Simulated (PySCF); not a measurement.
Basis-set dependence of InCl⁻ at PBE0

PySCF, UKS reference; doublet, unpaired electrons π ↑; De to In + Cl⁻ without counterpoise correction.

| basis | relativity | functions | Re (Å) | ωe (cm⁻¹) | De (eV) | μ (D) |
| --- | --- | --- | --- | --- | --- | --- |
| def2-SVPD | scalar-relativistic core potentials | 59 | 2.653 | 207 | 1.26 | -2.99 |
| aug-cc-pVDZ-PP/aug-cc-pV(D+d)Z | scalar-relativistic core potentials | 64 | 2.610 | 215 | 1.38 | -2.25 |
| def2-TZVPPD | scalar-relativistic core potentials | 107 | 2.588 | 215 | 1.38 | -2.13 |

Q: How does each smaller set differ from the one with most functions, def2-TZVPPD?

A: def2-SVPD: +6.5 pm, -3.7 % in ωe, -0.12 eV in De; aug-cc-pVDZ-PP/aug-cc-pV(D+d)Z: +2.2 pm, +0.0 % in ωe, +0.00 eV in De. All at PBE0; the set with most functions is neither the basis-set limit nor always the best.

A positive dipole points towards Cl; it is taken about the centre of mass and depends on that origin. These are scalar-relativistic numbers at best; spin–orbit coupling would shift them, the dissociation energy most. For an ion De counts to the pair picked by the measured ionisation energies or electron affinities, which need not be the lowest pair at this level. The highest Kohn–Sham level is positive in some of these anions. Much of that is self-interaction error, but it also means that the finite basis helps to hold the extra electron. The state was picked by a PBE0 search and need not be the measured ground state.
